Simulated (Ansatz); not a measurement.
PbO₂H₂, relaxed as a singlet with RKS PBE0-D4/def2-TZVP in Ansatz, starting from the GFN1-xTB geometry. Force threshold 0.02 eV/Å.

In the def2 sets Pb takes a core potential; there is no spin–orbit coupling. Another isomer (singlet) lies 1.30 eV lower at PBE0-D4/def2-TZVP; other spin states weren't run for this one.

Start:

Cartesian coordinates in Å:
```
Pb 0.623 -1.553 0.553
O -0.539 0.793 0.618
O 0.592 -0.850 -1.239
H -0.960 0.466 -0.191
H 0.284 1.145 0.260
```

| step | energy (eV) | largest force component (eV/Å) | SCF passes |
| --- | --- | --- | --- |
| 1 | -9372.1503 | 0.418 | 20 |
| 2 | -9372.1910 | 0.479 | 23 |
| 3 | -9372.1981 | 1.335 | 29 |
| 4 (rejected) | -9372.1878 | 2.234 | 30 |
| 5 | -9372.2583 | 0.944 | 23 |
| 6 | -9372.3081 | 0.678 | 24 |
| 7 | -9372.3470 | 0.508 | 23 |
| 8 | -9372.3519 | 0.806 | 23 |
| 9 (rejected) | -9372.3197 | 0.327 | 29 |
| 10 (rejected) | -9372.3355 | 0.820 | 23 |
| 11 | -9372.3676 | 0.081 | 23 |
| 12 | -9372.3685 | 0.018 | 23 |

Force components are those of the run's own axes.

End:

```xyz
5

Pb    0.699   -1.627    0.520
O    -0.468    0.704    0.541
O     0.227   -1.043   -1.261
H    -0.369    0.380   -0.398
H    -0.089    1.585    0.598
```

By distances, no bond broke or formed. The bond that changes most is O2–H4, from 0.97 to 1.00 Å (atoms count from 1). A close non-bonded pair moves further: O3–H4, from 2.29 to 1.77 Å.

No frequencies were taken in this run, so the end may be a saddle point.

It took 9.5 s on 4 threads of Arm Neoverse V1 on a shared host.
